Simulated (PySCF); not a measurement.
A structure optimised at PBE0-D3(BJ)/def2-TZVP, used in a PySCF frequency run:

```xyz
7

P      1.1656     0.1149     0.0000
P     -1.0164    -0.0040     0.0000
H      1.2226    -0.8519     1.0406
H      1.2226    -0.8519    -1.0406
H     -1.5412     0.6613    -1.1180
H     -1.5412     0.6613     1.1180
H     -1.6007    -1.2815     0.0000
```
Charge +1, spin multiplicity 1.

Problem. Write its SMILES, formula and point group.

Solution. P[PH3+], H5P2, Cs

Problem. What are its rotational constants (standard atomic weights)?

Solution. 56.092, 5.6949, 5.6696 GHz
